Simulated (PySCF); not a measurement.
# Working out the ionisation energy of Br⁺

Br⁺ [Ar] 3d10 4s2 4p4 (3P) → Br²⁺ [Ar] 3d10 4s2 4p3 (4S). Calculation: PySCF 2.14, in aug-cc-pVQZ-DK; scalar relativity by spin-free X2C-1e. Frozen: [Ar] 3d10. Energies in hartree (1 hartree = 27.21139 eV):

```
             part   Br⁺ (lower)  Br²⁺ (upper)
              UHF  -2604.025335  -2603.281549
MP2 opposite-spin     -0.090297     -0.063283
    MP2 same-spin     -0.024577     -0.021588
```

**Question.** What does Hartree-Fock give?

**Answer.** (-2603.281549) − (-2604.025335) = 0.743786 hartree = 20.239 eV.

**Question.** What do MP2 and SCS-MP2 (6/5 opposite-spin, 1/3 same-spin) give?

**Answer.** The opposite-spin parts differ by 0.735 eV and the same-spin parts by 0.081 eV. MP2: 20.239 + (0.735) + (0.081) = 21.055 eV. SCS-MP2: 20.239 + 1.2 × (0.735) + (0.081)/3 = 21.148 eV.

Measured between the centres of the two terms (NIST): 21.409 eV, so MP2 (valence) is off by -0.354 eV.

What remains against the reference includes basis incompleteness, the frozen core and correlation beyond second order.
